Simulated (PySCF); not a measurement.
Compound: C₇H₁₀P₂.
SMILES with atom numbers: `[CH3:1][CH2:2][c:3]1[cH:4][cH:5][p:6][c:7]([CH3:8])[p:9]1`

Structure used (GFN2-xTB), in Å, numbered top down from 1:
```
atom  x, y, z in Å
C1    -2.5984   -0.9828    0.8063
C2    -2.1662    0.0713   -0.2136
C3    -0.6914    0.3549   -0.0819
C4    -0.2785    1.2797    0.8600
C5     1.0186    1.6477    1.1541
P6     2.4945    1.0654    0.4605
C7     1.9554   -0.1097   -0.7071
C8     3.0518   -0.8232   -1.4610
P9     0.3380   -0.5905   -1.1293
H10   -2.0321   -1.9002    0.6561
H11   -2.4169   -0.6310    1.8196
H12   -3.6573   -1.2058    0.6988
H13   -2.7401    0.9878   -0.0558
H14   -2.3824   -0.2991   -1.2192
H15   -1.0639    1.7768    1.4219
H16    1.1568    2.4042    1.9189
H17    3.8828   -0.1517   -1.6735
H18    2.6789   -1.2347   -2.3984
H19    3.4405   -1.6498   -0.8639
```

NICS is the negative of the GIAO shielding at a point without a nucleus: at the ring centre (0) and 1 Å above and below it (1); zz is the component along the ring normal. Level: GIAO PBE0/pcSseg-1 (PySCF, non-relativistic, gas phase) on the GFN2-xTB geometry, one conformer.

Ring bond lengths (Å), with Mayer bond orders in brackets: C3–C4 1.383 (1.39), C4–C5 1.380 (1.48), C5–P6 1.732 (1.32), P6–C7 1.742 (1.28), C7–P9 1.739 (1.30), P9–C3 1.747 (1.28).

Give the NICS values of each ring in ppm.

| ring | type | NICS(0) | NICS(1), two faces | NICS(1)zz, two faces | rms pucker (Å) | centre to ring atoms, mean (Å) |
| --- | --- | --- | --- | --- | --- | --- |
| C3–C4–C5–P6–C7–P9 | 6-membered ring with 2 P; formal bonds all aromatic | -6.8 | -9.8 / -10.1 | -23.4 / -24.6 | 0.01 | 1.61 |

What do they say, and how far can they be read as aromaticity?

- C3–C4–C5–P6–C7–P9: mean NICS(1)zz -24.0 ppm, shielded.

And the bond-length index? HOMA takes Krygowski's 1993 parameters.

- C3–C4–C5–P6–C7–P9: HOMA 0.85; the largest term is that of P9–C3, α(R − Ropt)² = 0.28.

What are the shieldings of the ring atoms and their hydrogens in the same run (means over atoms taken as equivalent)?

```tsv
atoms	environment	σ isotropic (ppm)
C3	substituted aromatic carbon	-1.0
C4	aromatic CH carbon	50.5
C5	aromatic CH carbon	22.8
P6	phosphorus bonded to 2 C	72.9
C7	substituted aromatic carbon	-33.9
P9	phosphorus bonded to 2 C	61.1
H15	aromatic hydrogen	23.54
H16	aromatic hydrogen	22.38
```

Rough CPU time on one thread of a shared machine: about 1.8 min. This is the whole shielding run at PBE0/pcSseg-1, SCF included.
